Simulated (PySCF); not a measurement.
fluorine atom (F), doublet; PBE0/def2-SV(P) run with PySCF.

Here is a job for PySCF.
```python
from pyscf import gto, scf, dft

mol = gto.M(
    atom='''
F     0.000000    0.000000    0.000000
''',
    basis='def2-sv(p)',
    charge=0,
    spin=1,
    verbose=4,
)

mf = dft.UKS(mol)
mf.xc = 'pbe0'
mf.conv_tol_grad = 1e-7
mf.kernel()
mf.analyze()
```

What the program printed (banner, timings and long lists left out):

```
PySCF version 2.14.0

[INPUT] verbose = 4
[INPUT] num. atoms = 1
[INPUT] num. electrons = 9
[INPUT] charge = 0
[INPUT] spin (= nelec alpha-beta = 2S) = 1
[INPUT] symmetry False subgroup None
[INPUT] Mole.unit = angstrom
[INPUT] Symbol           X                Y                Z      unit          X                Y                Z       unit  Magmom
[...]
nuclear repulsion = 0
number of shells = 6
number of NR pGTOs = 24
number of NR cGTOs = 14
basis = def2-sv(p)
ecp = {}

******** <class 'pyscf.dft.uks.UKS'> ********
method = UKS
initial guess = minao
damping factor = 0
level_shift factor = 0
DIIS = <class 'pyscf.scf.diis.CDIIS'>
diis_start_cycle = 1
diis_space = 8
diis_damp = 0
SCF conv_tol = 1e-09
SCF conv_tol_grad = 1e-07
SCF max_cycles = 50
direct_scf = True
direct_scf_tol = 1e-13
number electrons alpha = 5  beta = 4
XC library pyscf.dft.libxc version 7.1.2
    S. Lehtola, C. Steigemann, M. J. T. Oliveira, and M. A. L. Marques,  SoftwareX 7, 1–5 (2018)
XC functionals = pbe0
    C. Adamo and V. Barone,  J. Chem. Phys. 110, 6158 (1999)
    M. Ernzerhof and G. E. Scuseria,  J. Chem. Phys. 110, 5029 (1999)
radial grids:
    Treutler-Ahlrichs [JCP 102, 346 (1995); DOI:10.1063/1.469408] (M4) radial grids

becke partition: Becke, JCP 88, 2547 (1988); DOI:10.1063/1.454033
pruning grids: <function nwchem_prune>
grids dens level: 3
symmetrized grids: False
atomic radii adjust function: <function treutler_atomic_radii_adjust>
small_rho_cutoff = 0
tot grids = 14264
init E= -99.4242736940047

cycle= 1 E= -99.5461537555039  delta_E= -0.122  |g|= 0.0913  |ddm|= 0.634
cycle= 2 E= -99.5488101904343  delta_E= -0.00266  |g|= 0.0261  |ddm|= 0.0629
cycle= 3 E= -99.548968624935  delta_E= -0.000158  |g|= 0.0165  |ddm|= 0.025
cycle= 4 E= -99.5490572735011  delta_E= -8.86e-05  |g|= 0.000842  |ddm|= 0.0104
cycle= 5 E= -99.5490577848588  delta_E= -5.11e-07  |g|= 8.75e-05  |ddm|= 0.00107
cycle= 6 E= -99.5490577910038  delta_E= -6.15e-09  |g|= 4.95e-06  |ddm|= 0.000125
cycle= 7 E= -99.5490577911178  delta_E= -1.14e-10  |g|= 3.97e-06  |ddm|= 1.64e-05
cycle= 8 E= -99.5490577912135  delta_E= -9.57e-11  |g|= 3.97e-06  |ddm|= 1.43e-05
cycle= 9 E= -99.5490577912603  delta_E= -4.68e-11  |g|= 3.97e-06  |ddm|= 6.97e-06
cycle= 10 E= -99.5490577912918  delta_E= -3.15e-11  |g|= 3.97e-06  |ddm|= 4.69e-06
cycle= 11 E= -99.5490577913154  delta_E= -2.36e-11  |g|= 3.97e-06  |ddm|= 3.52e-06
cycle= 12 E= -99.5490577913344  delta_E= -1.9e-11  |g|= 3.97e-06  |ddm|= 2.82e-06
[...]
cycle= 41 E= -99.549057791934  delta_E= -2.1e-11  |g|= 3.97e-06  |ddm|= 3.13e-06
cycle= 42 E= -99.549057791955  delta_E= -2.1e-11  |g|= 3.97e-06  |ddm|= 3.13e-06
cycle= 43 E= -99.549057791976  delta_E= -2.1e-11  |g|= 3.97e-06  |ddm|= 3.13e-06
cycle= 44 E= -99.549057791997  delta_E= -2.11e-11  |g|= 3.97e-06  |ddm|= 3.13e-06
cycle= 45 E= -99.549057792018  delta_E= -2.1e-11  |g|= 3.97e-06  |ddm|= 3.13e-06
cycle= 46 E= -99.5490577920391  delta_E= -2.11e-11  |g|= 3.97e-06  |ddm|= 3.13e-06
cycle= 47 E= -99.5490577920601  delta_E= -2.09e-11  |g|= 3.97e-06  |ddm|= 3.13e-06
cycle= 48 E= -99.5490577920811  delta_E= -2.11e-11  |g|= 3.97e-06  |ddm|= 3.13e-06
cycle= 49 E= -99.5490577921021  delta_E= -2.1e-11  |g|= 3.97e-06  |ddm|= 3.13e-06
cycle= 50 E= -99.5490577921231  delta_E= -2.1e-11  |g|= 3.97e-06  |ddm|= 3.13e-06
SCF not converged.
SCF energy = -99.5490577921231 after 50 cycles  <S^2> = 0.75107248  2S+1 = 2.0010722
**** SCF Summaries ****
Total Energy =                         -99.549057792123136
Nuclear Repulsion Energy =               0.000000000000000
One-electron Energy =                 -139.145786067503366
Two-electron Energy =                   39.596728275380229
Two-electron Coulomb Energy =           49.893321168215799
DFT Exchange-Correlation Energy =      -10.296592892835566
**** MO energy ****
                             alpha | beta                alpha | beta
[...]
To work with the spin densities directly, `use mulliken_meta_spin()` only printing them here.

 ** Mulliken spin pop alpha/beta on meta-lowdin orthogonal AOs **
 ** Mulliken Spin Density (per AO)  **
spin_pop of  0 F 1s       -0.00000
spin_pop of  0 F 2s        0.00027
spin_pop of  0 F 3s       -0.00050
spin_pop of  0 F 2px       0.00838
spin_pop of  0 F 2py       0.53854
spin_pop of  0 F 2pz       0.45137
spin_pop of  0 F 3px       0.00019
spin_pop of  0 F 3py       0.00081
spin_pop of  0 F 3pz       0.00071
spin_pop of  0 F 3dxy      0.00000
spin_pop of  0 F 3dyz      0.00017
spin_pop of  0 F 3dz^2     0.00001
spin_pop of  0 F 3dxz      0.00000
spin_pop of  0 F 3dx2-y2    0.00005
 ** Mulliken Spin Density (per atom)  **
spin density of  0 F =      1.00000
 ** Mulliken pop alpha/beta on meta-lowdin orthogonal AOs **
 ** Mulliken pop       alpha | beta **
[...]
In total             5.00000 | 4.00000
 ** Mulliken atomic charges   ( Nelec_alpha | Nelec_beta ) **
charge of  0F =     -0.00000  (     5.00000      4.00000 )
Dipole moment(X, Y, Z, Debye):  0.00000, -0.00000, -0.00000
```

The run did not converge; its last values are not results.
